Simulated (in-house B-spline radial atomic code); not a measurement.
## Functionals against NIST's ionisation energies along a row: Rb²⁺ to Xe²⁺

Ionisation energies as differences of self-consistent total energies from a B-spline radial code for spherical atoms: all electrons, radial basis limit, scalar-relativistic (one-electron X2C), spin-polarised at highest spin, spherical densities; exact exchange is averaged over the determinants of each configuration. No spin-orbit coupling, Breit or QED terms. NIST's values run from ground level to ground level, so in open shells the differences also hold multiplet and fine-structure energies that spherical high-spin averages miss. For p electrons of heavy elements the spin-orbit part alone reaches an electronvolt or more. Columns give computed minus NIST, in eV; a star marks a semi-empirical value. Species are left out where the tabulated value is theory, is uncertain by more than 0.12 eV, or (13 ions, such as In⁴⁺, Te⁴⁺ and Bi⁴⁺) lies off its series for all methods alike, which flatters the means a little.

| species | shell | NIST (eV) | Hartree-Fock | LDA exchange-only | BLYP | r2SCAN | B97-1 | OLYP |
| --- | --- | --- | --- | --- | --- | --- | --- | --- |
| Rb²⁺ | 4p | 39.25* | -1.15 | -1.41 | -0.07 | +0.26 | +0.01 | -0.06 |
| Sr²⁺ | 4p | 42.88 | -0.67 | -1.34 | -0.07 | +0.63 | +0.16 | +0.18 |
| Zr²⁺ | 4d | 23.17* | -1.23 | -1.04 | -0.16 | -0.25 | -0.31 | -0.05 |
| Cd²⁺ | 4d | 37.47 ± 0.006 | -1.39 | -1.08 | +0.23 | +0.60 | +0.16 | +0.44 |
| In²⁺ | 5s | 28.04 | -1.42 | -0.16 | +0.68 | +0.18 | -0.01 | +0.20 |
| Sn²⁺ | 5s | 30.51 | -1.98 | -0.80 | +0.34 | -0.21 | +0.08 | -0.17 |
| Sb²⁺ | 5p | 25.32 | -1.28 | -1.46 | -0.66 | -0.73 | -0.79 | -0.93 |
| Te²⁺ | 5p | 27.84 ± 0.04 | -0.88 | -1.15 | -0.46 | -0.03 | -0.44 | -0.41 |
| I²⁺ | 5p | 29.57 ± 0.03 | +0.40 | -0.21 | +0.42 | +1.17 | +0.66 | +0.67 |
| Xe²⁺ | 5p | 31.05 ± 0.04* | -1.88 | -1.98 | -0.56 | -0.92 | -0.52 | -1.01 |

Task: How do the methods rank, and which species is hardest?

Result: Mean absolute (signed) differences: B97-1 0.31 (-0.10) eV; BLYP 0.36 (-0.03) eV; OLYP 0.41 (-0.11) eV; r2SCAN 0.50 (+0.07) eV; LDA exchange-only 1.06 (-1.06) eV; Hartree-Fock 1.23 (-1.15) eV. For Sb²⁺, which loses a 5p electron, the nearest method is off by -0.66 eV, the largest such miss.
